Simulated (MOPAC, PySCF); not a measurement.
Donor–acceptor adduct: AlH3 (SMILES [AlH3]) (first 4 atoms) with H2O (SMILES O); geometry from B3LYP-D3(BJ)/def2-TZVP, rigid monomers moved along the line of their centres of mass till Al1···O5 is 1.84 Å.
(charge 0, multiplicity 1):
```xyz
7

Al    -0.02131     0.21827     0.32569
H      0.60330    -0.93481    -0.56573
H     -1.60833     0.38573     0.33738
H      0.86874     1.50996     0.61919
O      0.09993    -0.47430     2.02595
H     -0.76512    -0.57590     2.44356
H      0.64803     0.07032     2.60562
```

Interaction energies are E(AB) − E(A) − E(B) at the monomers' geometry in the complex; basis-set methods are counterpoise corrected. Rows marked so take none.

Rows in 3-21G, 6-31G* carry no dispersion term and start afresh at each structure (6-31G* with six Cartesian d functions). MP2/6-31G* freezes PySCF's default core. The state that AM1 reach isn't checked.

Programs: MOPAC for AM1 (differences of heats of formation); PySCF for 3-21G rows, 6-31G* rows. 

Q: One of these levels gives -68.1 kJ/mol for the interaction energy. Which one is it?
(A) HF/6-31G*
(B) B3LYP/3-21G (no counterpoise)
(C) MP2/6-31G* (no counterpoise)
(D) AM1

A: A, HF/6-31G*. The others give -78.3 (AM1), -163.2 (B3LYP/3-21G (no counterpoise)), -94.7 (MP2/6-31G* (no counterpoise))
